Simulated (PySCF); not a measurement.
Harmonic spectrum computed at PBE0 in the def2-TZVP basis family (core potentials from Rb on, PySCF, no spin–orbit coupling):

| ω (cm⁻¹) | IR (km/mol, summed over degenerate members) | degeneracy |
| --- | --- | --- |
| 505 | 12.6 | 2 |
| 1171 | 199 | 1 |
| 1246 | 287 | 2 |
| 1443 | 0.0 | 2 |
| 1881 | 0.0 | 1 |
| 1975 | 879 | 1 |
| 2314 | 0.0 | 1 |
| 2326 | 177 | 2 |

Task: Which molecule gave it? In each, all ligands are bound to the one heavy central atom.
A. SH₅ (doublet)
B. AsH₅ (singlet)
C. BrH₅ (singlet)
D. PH₅ (singlet)

Result: D. It has D3h symmetry with P–H 1.427 Å (×3), P–H 1.481 Å (×2).
